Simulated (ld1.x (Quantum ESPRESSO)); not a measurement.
## An all-electron radial function and its pseudo partner (H (Z = 1))

Columns: radius, all-electron u(r) and pseudo u(r) of the 1s shell (level -6.36 eV) of hydrogen in the configuration 1s1; LDA (PZ), scalar-relativistic, ultrasoft scheme, ld1.x (Quantum ESPRESSO) 7.5.

```csv
r (bohr),all-electron,pseudo
0.055,0.0964,0.0745
0.110,0.1825,0.1477
0.165,0.2590,0.2186
0.220,0.3269,0.2861
0.275,0.3867,0.3492
0.330,0.4393,0.4072
0.385,0.4853,0.4596
0.440,0.5252,0.5061
0.495,0.5596,0.5465
0.550,0.5890,0.5809
0.605,0.6139,0.6096
0.660,0.6347,0.6330
0.715,0.6518,0.6516
0.770,0.6655,0.6660
0.825,0.6762,0.6768
0.880,0.6841,0.6845
0.935,0.6896,0.6898
0.990,0.6929,0.6929
1.045,0.6942,0.6942
1.100,0.6937,0.6937
1.155,0.6917,0.6917
1.210,0.6882,0.6882
1.265,0.6834,0.6834
1.320,0.6775,0.6775
1.375,0.6707,0.6707
1.430,0.6629,0.6629
```

(1) How many radial nodes do the two functions have?

(2) At about which radius was the pseudo-wave matched?

(3) Where does each function peak?

(4) Is the pseudo-wave norm-conserving?

Answers

(1) The all-electron 1s function has n − l − 1 = 0; the pseudo-wave has 0.

(2) 1.05 bohr. The columns agree to 0.0005 from 0.88 bohr on; several derivatives are matched, so the curves merge somewhat inside the radius.

(3) Outermost all-electron maximum near 1.04 bohr, pseudo maximum near 1.04 bohr (to the table’s step).

(4) No, it belongs to an ultrasoft set: the norm inside the radius is not constrained, and the difference is carried by the augmentation charge.
